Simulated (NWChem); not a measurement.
System: Br, doublet

Output (shortened):

```
             Northwest Computational Chemistry Package (NWChem) 7.3.0
             --------------------------------------------------------

                             Geometry "geometry" -> ""
                             -------------------------

 Output coordinates in angstroms (scale by  1.889725989 to convert to a.u.)

  No.       Tag          Charge          X              Y              Z
 ---- ---------------- ---------- -------------- -------------- --------------
    1 Br                  35.0000     0.00000000     0.00000000     0.00000000

 Effective nuclear repulsion energy (a.u.)       0.0000000000

  pbe96 is a nonlocal functional; adding pw91lda local functional.

                                 NWChem DFT Module
                                 -----------------

 Summary of "ao basis" -> "ao basis" (spherical)
 ------------------------------------------------------------------------------
       Tag                 Description            Shells   Functions and Types
 ---------------- ------------------------------  ------  ---------------------
 Br                         def2-svp                12       32   5s4p3d

            General Information
            -------------------
          SCF calculation type: DFT
          Wavefunction type:  spin polarized.
          No. of atoms     :     1
          No. of electrons :    35
           Alpha electrons :    18
            Beta electrons :    17
          Charge           :     0
          Spin multiplicity:     2
          Use of symmetry is: off; symmetry adaption is: off
          Maximum number of iterations: 150
          AO basis - number of functions:    32
                     number of shells:    12
          Convergence on energy requested:  1.00D-06
          Convergence on density requested:  1.00D-05
          Convergence on gradient requested:  5.00D-04

              XC Information
              --------------
          PerdewBurkeErnzerhof Exchange Functional  1.000
            Perdew 1991 LDA Correlation Functional  1.000 local
           PerdewBurkeErnz. Correlation Functional  1.000 non-local

             Grid Information
             ----------------
          Grid used for XC integration:  medium
          Radial quadrature: Mura-Knowles
          Angular quadrature: Lebedev.
          Tag              B.-S. Rad. Rad. Pts. Rad. Cut. Ang. Pts.
          ---              ---------- --------- --------- ---------
          Br                  1.15      112           4.0       590
          Grid pruning is: on
          Number of quadrature shells:   112
          Spatial weights used:  Erf1

      Superposition of Atomic Density Guess
      -------------------------------------

 Sum of atomic energies:       -2572.08580852

      Non-variational initial energy
      ------------------------------

 Total energy =   -2571.905897
 1-e energy   =   -3581.624851
 2-e energy   =    1009.718954
 HOMO         =      -0.383236
 LUMO         =       0.456664

     ---------------------------------------------
      Total Density - Mulliken Population Analysis
     ---------------------------------------------

    Atom       Charge   Shell Charges
 -----------   ------   -------------------------------------------------------
    1 Br  35    35.00   2.00  2.00  2.00  1.40  0.60  6.00  5.99  2.14  2.88  8.23  1.73  0.04

     --------------------------------------------
      Spin Density - Mulliken Population Analysis
     --------------------------------------------

    Atom       Charge   Shell Charges
 -----------   ------   -------------------------------------------------------
    1 Br  35     1.00   0.00  0.00  0.00  0.00  0.00  0.00  0.00  0.42  0.58  0.00  0.00  0.00

   convergence    iter        energy       DeltaE   RMS-Dens  Diis-err
 ---------------- ----- ----------------- --------- --------- ---------
 d= 0,ls=0.0,diis     1  -2573.3974778789 -2.57D+03  6.01D-03  4.64D-02
                                                     3.64D-02  3.81D-02
 d= 0,ls=0.5,diis     2  -2573.4016258034 -4.15D-03  1.74D-03  1.72D-02
                                                     9.29D-04  6.91D-03
 d= 0,ls=0.5,diis     3  -2573.4060373201 -4.41D-03  1.24D-03  2.85D-03
                                                     5.84D-04  2.43D-04
 d= 0,ls=0.5,diis     4  -2573.4071273172 -1.09D-03  3.87D-04  4.10D-04
                                                     1.12D-04  1.78D-04
 d= 0,ls=0.5,diis     5  -2573.4072460386 -1.19D-04  1.50D-04  3.31D-05
                                                     7.29D-05  4.61D-06
  Resetting Diis
 d= 0,ls=0.5,diis     6  -2573.4072604817 -1.44D-05  5.02D-05  3.36D-06
                                                     1.38D-05  2.23D-07
 d= 0,ls=0.5,diis     7  -2573.4072619745 -1.49D-06  1.76D-05  3.47D-07
                                                     6.94D-06  2.92D-08
 d= 0,ls=0.5,diis     8  -2573.4072621335 -1.59D-07  6.37D-06  3.89D-08
                                                     2.11D-06  7.33D-09

         Total DFT energy =    -2573.407262150818
      One electron energy =    -3580.842056419158
           Coulomb energy =     1098.333324401725
    Exchange-Corr. energy =      -90.898530133386
 Nuclear repulsion energy =        0.000000000000

 Numeric. integr. density =       35.000000127497

                    DFT Final Alpha Molecular Orbital Analysis
                    ------------------------------------------

 Vector   16  Occ=1.000000D+00  E=-3.252390D-01
              MO Center= -1.4D-16,  4.1D-16,  6.8D-16, r^2= 1.4D+00
   Bfn.  Coefficient  Atom+Function         Bfn.  Coefficient  Atom+Function
  ----- ------------  ---------------      ----- ------------  ---------------
    16      0.429390  1 Br py                13      0.420870  1 Br py
    15      0.390569  1 Br px                12      0.382819  1 Br px
    10     -0.273068  1 Br py                 9     -0.248380  1 Br px
     7      0.088731  1 Br py                 6      0.080709  1 Br px
    17     -0.080432  1 Br pz                14     -0.078836  1 Br pz

 Vector   17  Occ=1.000000D+00  E=-2.760467D-01
              MO Center=  2.2D-16, -1.5D-15,  2.0D-16, r^2= 1.4D+00
   Bfn.  Coefficient  Atom+Function         Bfn.  Coefficient  Atom+Function
  ----- ------------  ---------------      ----- ------------  ---------------
    15      0.450297  1 Br px                12      0.412946  1 Br px
    16     -0.395866  1 Br py                13     -0.363030  1 Br py
     9     -0.271794  1 Br px                10      0.238940  1 Br py
     6      0.088340  1 Br px                 7     -0.077661  1 Br py
    17      0.073246  1 Br pz                14      0.067170  1 Br pz

 Vector   18  Occ=1.000000D+00  E=-2.760454D-01
              MO Center= -5.4D-16, -1.1D-15,  1.1D-15, r^2= 1.4D+00
   Bfn.  Coefficient  Atom+Function         Bfn.  Coefficient  Atom+Function
  ----- ------------  ---------------      ----- ------------  ---------------
    17      0.593839  1 Br pz                14      0.544510  1 Br pz
    11     -0.358399  1 Br pz                 8      0.116489  1 Br pz
    16      0.110632  1 Br py                13      0.101442  1 Br py
    10     -0.066770  1 Br py

 Vector   19  Occ=0.000000D+00  E= 2.479776D-01
              MO Center= -6.8D-16, -3.9D-15,  6.6D-15, r^2= 2.7D+00
   Bfn.  Coefficient  Atom+Function         Bfn.  Coefficient  Atom+Function
  ----- ------------  ---------------      ----- ------------  ---------------
     4      2.072144  1 Br s                  5     -1.951323  1 Br s
     3     -0.598751  1 Br s                  2      0.100615  1 Br s
     1     -0.040863  1 Br s

 Vector   20  Occ=0.000000D+00  E= 4.229368D-01
              MO Center=  3.9D-16,  3.4D-15, -6.8D-17, r^2= 1.2D+00
   Bfn.  Coefficient  Atom+Function         Bfn.  Coefficient  Atom+Function
  ----- ------------  ---------------      ----- ------------  ---------------
    28      0.845179  1 Br d -2              30     -0.471320  1 Br d  0
    18     -0.211980  1 Br d -2              29     -0.174049  1 Br d -1
    31      0.158317  1 Br d  1              20      0.118212  1 Br d  0
    32     -0.080210  1 Br d  2              19      0.043653  1 Br d -1
    21     -0.039707  1 Br d  1               5     -0.032245  1 Br s

 Vector   21  Occ=0.000000D+00  E= 4.337267D-01
              MO Center= -2.1D-16,  1.5D-15, -2.9D-16, r^2= 1.2D+00
   Bfn.  Coefficient  Atom+Function         Bfn.  Coefficient  Atom+Function
  ----- ------------  ---------------      ----- ------------  ---------------
    32      0.976915  1 Br d  2              22     -0.244557  1 Br d  2
    29      0.178776  1 Br d -1              28      0.109427  1 Br d -2
    19     -0.044754  1 Br d -1              30     -0.028823  1 Br d  0
    18     -0.027394  1 Br d -2

                     DFT Final Beta Molecular Orbital Analysis
                     -----------------------------------------

 Vector   15  Occ=1.000000D+00  E=-6.832999D-01
              MO Center=  4.4D-15,  1.3D-15, -7.5D-17, r^2= 9.4D-01
   Bfn.  Coefficient  Atom+Function         Bfn.  Coefficient  Atom+Function
  ----- ------------  ---------------      ----- ------------  ---------------
     4      0.901916  1 Br s                  3     -0.652605  1 Br s
     5      0.296417  1 Br s                  2      0.137121  1 Br s
     1     -0.049145  1 Br s

 Vector   16  Occ=1.000000D+00  E=-2.620125D-01
              MO Center=  2.0D-19, -6.5D-16, -3.8D-15, r^2= 1.4D+00
   Bfn.  Coefficient  Atom+Function         Bfn.  Coefficient  Atom+Function
  ----- ------------  ---------------      ----- ------------  ---------------
    17      0.598048  1 Br pz                14      0.539696  1 Br pz
    11     -0.356501  1 Br pz                 8      0.115881  1 Br pz
    16      0.111414  1 Br py                13      0.100543  1 Br py
    10     -0.066415  1 Br py

 Vector   17  Occ=1.000000D+00  E=-2.620107D-01
              MO Center= -3.4D-15,  3.0D-15, -6.3D-17, r^2= 1.4D+00
   Bfn.  Coefficient  Atom+Function         Bfn.  Coefficient  Atom+Function
  ----- ------------  ---------------      ----- ------------  ---------------
    15      0.453517  1 Br px                12      0.409263  1 Br px
    16     -0.398697  1 Br py                13     -0.359792  1 Br py
     9     -0.270343  1 Br px                10      0.237664  1 Br py
     6      0.087875  1 Br px                 7     -0.077253  1 Br py
    17      0.073766  1 Br pz                14      0.066568  1 Br pz

 Vector   18  Occ=0.000000D+00  E=-2.596226D-01
              MO Center= -1.4D-15, -3.6D-15,  1.2D-15, r^2= 1.4D+00
   Bfn.  Coefficient  Atom+Function         Bfn.  Coefficient  Atom+Function
  ----- ------------  ---------------      ----- ------------  ---------------
    16      0.442873  1 Br py                13      0.405575  1 Br py
    15      0.402833  1 Br px                12      0.368907  1 Br px
    10     -0.266988  1 Br py                 9     -0.242850  1 Br px
     7      0.086780  1 Br py                17     -0.082958  1 Br pz
     6      0.078934  1 Br px                14     -0.075971  1 Br pz

 Vector   19  Occ=0.000000D+00  E= 2.646127D-01
              MO Center=  1.3D-15, -2.2D-15,  5.1D-15, r^2= 2.7D+00
   Bfn.  Coefficient  Atom+Function         Bfn.  Coefficient  Atom+Function
  ----- ------------  ---------------      ----- ------------  ---------------
     4      2.073402  1 Br s                  5     -1.951026  1 Br s
     3     -0.599495  1 Br s                  2      0.100735  1 Br s
     1     -0.040912  1 Br s

 Vector   20  Occ=0.000000D+00  E= 4.782460D-01
              MO Center= -9.6D-16, -9.0D-16,  1.0D-15, r^2= 1.2D+00
   Bfn.  Coefficient  Atom+Function         Bfn.  Coefficient  Atom+Function
  ----- ------------  ---------------      ----- ------------  ---------------
    29      0.694594  1 Br d -1              31     -0.654463  1 Br d  1
    30     -0.233501  1 Br d  0              19     -0.173306  1 Br d -1
    21      0.163293  1 Br d  1              32     -0.133204  1 Br d  2
    28      0.122776  1 Br d -2              20      0.058260  1 Br d  0
    22      0.033235  1 Br d  2              18     -0.030633  1 Br d -2

     ---------------------------------------------
      Total Density - Mulliken Population Analysis
     ---------------------------------------------

    Atom       Charge   Shell Charges
 -----------   ------   -------------------------------------------------------
    1 Br  35    35.00   2.00  2.00  1.99  1.50  0.51  6.00  5.97  2.28  2.75  8.19  1.75  0.06

     --------------------------------------------
      Spin Density - Mulliken Population Analysis
     --------------------------------------------

    Atom       Charge   Shell Charges
 -----------   ------   -------------------------------------------------------
    1 Br  35     1.00   0.00  0.00 -0.00  0.00 -0.00  0.00  0.00  0.47  0.52 -0.01  0.00  0.00

     -------------------------------------------
      Total Density - Lowdin Population Analysis
     -------------------------------------------

    Atom       Charge   Shell Charges
 -----------   ------   -------------------------------------------------------
    1 Br  35    35.00   2.00  2.00  1.97  1.21  0.82  5.99  5.80  2.41  2.80  7.83  2.04  0.13

     ------------------------------------------
      Spin Density - Lowdin Population Analysis
     ------------------------------------------

    Atom       Charge   Shell Charges
 -----------   ------   -------------------------------------------------------
    1 Br  35     1.00   0.00 -0.00  0.00  0.00 -0.00  0.00  0.04  0.42  0.54 -0.01  0.00  0.00

   alpha - beta orbital overlaps
   -----------------------------

   alpha      1      2      3      4      5      6      7      8      9     10
    beta      1      2      3      4      5      6      7      8      9     10
 overlap   1.000  1.000  1.000  1.000  1.000  1.000  1.000  1.000  1.000  1.000

   alpha     11     12     13     14     15     16     17     18     19     20
    beta     11     12     14     13     15     18     17     16     19     24
 overlap   1.000  1.000  0.992  0.992  0.999  1.000  1.000  1.000  1.000  0.999

   alpha     21     22     23     24     25     26     27     28     29     30
    beta     21     20     22     23     25     27     26     28     30     29
 overlap   1.000  1.000  1.000  1.000  1.000  1.000  1.000  1.000  1.000  1.000

   alpha     31     32
    beta     31     32
 overlap   1.000  1.000

     --------------------------
     Expectation value of S2:
     --------------------------
      <S2> =      0.7512 (Exact =     0.7500)
```

Level: PBE/def2-SVP, spin-unrestricted. The open p shell is one determinant without spherical averaging. No stability test was run on the SCF state.

Which NWChem input produces such a log?

One answer among several that fit: the input that was run:
```
start job
memory heap 200 mb stack 900 mb global 1100 mb
geometry units angstroms noautoz
  Br     0.000000     0.000000     0.000000
end
basis spherical
  * library def2-svp
end
dft
  odft
  mult 2
  xc xpbe96 cpbe96
  iterations 150
  mulliken
end
task dft energy
```
